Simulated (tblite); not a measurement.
Compound: C6H7O2PS.
Z-matrix (Å and degrees, GFN2-xTB geometry), rows numbered from 1:
```
C 
O   1  1.4167
C   2  1.3494  1  116.04
O   3  1.2071  2  124.01  1     0.00
C   3  1.4498  2  109.28  1   179.99
P   5  1.7215  3  122.13  2    -0.06
C   6  1.7614  5   92.09  3  -179.97
C   7  1.3599  6  118.75  5     0.04
C   8  1.4901  7  125.89  6   180.00
S   5  1.7264  3  119.13  2   179.98
H   1  1.0925  2  110.38  3   -60.16
H   1  1.0924  2  110.35  3    60.03
H   1  1.0870  2  106.22  3   179.92
H   7  1.0791  6  120.61  5  -179.93
H   9  1.0891  8  110.32  7   120.52
H   9  1.0868  8  110.51  7    -0.01
H   9  1.0891  8  110.37  7  -120.55
```

Computed values, GFN2-xTB/tblite, gas phase, harmonic and unscaled. Against measured fundamentals such values can be off by several per cent, at times by over 20. One conformer, not necessarily the lowest.

Harmonic wavenumbers (cm⁻¹): 42.6, 48.7, 55.8, 83.6, 86.1, 157.3, 232.2, 249.5, 294.1, 299.1, 339.7, 422.1, 457.2, 505.2, 541.3, 683.4, 691.5, 746.0, 791.5, 870.1, 939.3, 999.8, 1022.5, 1066.7, 1107.7, 1121.3, 1125.3, 1152.7, 1214.6, 1233.7, 1387.9, 1397.2, 1442.4, 1461.7, 1461.8, 1465.3, 1511.4, 1742.7, 2969.3, 2982.1, 3009.7, 3023.1, 3043.7, 3048.8, 3083.1.

A = 2342, B = 643.3, C = 507.9 MHz; mass 173.990 u (most abundant isotopes); point group Cs, symmetry number 1.

Question: What is the zero-point energy?

Answer: Half the sum of the wavenumbers: 25805 cm⁻¹ = 73.78 kcal/mol.

Question: What is S at 298.15 K and 1 bar for an ideal gas of classical rigid rotors and harmonic oscillators?

Answer: Translation 41.40, rotation 30.42, vibration 37.33: S = 109.1 cal/(mol K).

Question: And Cp and H(298.15 K) − H(0)?

Answer: Cp = 40.60 cal/(mol K), of which vibrations give 32.65 (their classical limit is 45 R = 89.4); H(298.15 K) − H(0) = 7.79 kcal/mol without the zero-point energy, 5.42 from vibrations.

Question: Which modes carry the vibrational entropy at 298.15 K?

Answer: 42.6 cm⁻¹: 5.13; 48.7 cm⁻¹: 4.87; 55.8 cm⁻¹: 4.60; 83.6 cm⁻¹: 3.80; 86.1 cm⁻¹: 3.75; 157.3 cm⁻¹: 2.58 cal/(mol K); the other 39 give 12.60 together.

Question: What must be added to the electronic energy to get the Gibbs energy at 298.15 K and 1 bar?

Answer: ZPE + [H(298.15 K) − H(0)] − T·S = 73.78 + 7.79 − 32.54 = 49.03 kcal/mol.

Question: Blend soft modes into free rotors: weight 1/[1 + (100 cm⁻¹/ν̃)⁴] for the oscillator and the rest for a rotor with moment μB/(μ + B), μ = h/(8π²ν), B = 10⁻⁴⁴ kg m². What vibrational entropy results?

Answer: 32.66 cal/(mol K) in place of 37.33, which changes −T·S at 298.15 K by +1.39 kcal/mol.

Question: How do the functions run with temperature in this model?

Answer: 
```tsv
T (K)	S (cal/(mol K))	Cp (cal/(mol K))	H − H(0) (kcal/mol)	G − H(0) (kcal/mol)	ln q(vib)
150	86.4	27.0	2.77	-10.19	4.80
250	102.4	36.3	5.94	-19.66	8.14
400	122.3	49.2	12.37	-36.55	12.67
600	144.9	62.2	23.60	-63.34	18.18
900	172.6	74.2	44.24	-111.12	25.58
```

q(vib) and H(0) count from the zero-point level.

Hindered rotation and anharmonicity are outside this model. Other conformers, if any are populated, would add a mixing term that is left out.
